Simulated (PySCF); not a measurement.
Al(Cl)(OH)2 (AlClH2O2), SMILES [OH][Al]([OH])[Cl].

The structure is a stationary point at PBE0-D3(BJ)/def2-SVP. The values are those of a single conformer.

Computed with r2SCAN/def2-TZVPD in PySCF.

Symmetry labels are those of the subgroup Cs that the program uses (full group Cs).

Computed valence orbital energies around the gap with their symmetry:
| orbital | symmetry | energy (eV) |
|---|---|---|
| HOMO−7 | A' | -12.83 |
| HOMO−6 | A' | -10.24 |
| HOMO−5 | A' | -8.84 |
| HOMO−4 | A" | -8.82 |
| HOMO−3 | A' | -8.71 |
| HOMO−2 | A" | -8.25 |
| HOMO−1 | A' | -8.14 |
| HOMO | A" | -8.10 |
| LUMO | A' | -1.34 |
| LUMO+1 | A" | -0.13 |
| LUMO+2 | A' | 0.54 |
| LUMO+3 | A' | 0.90 |
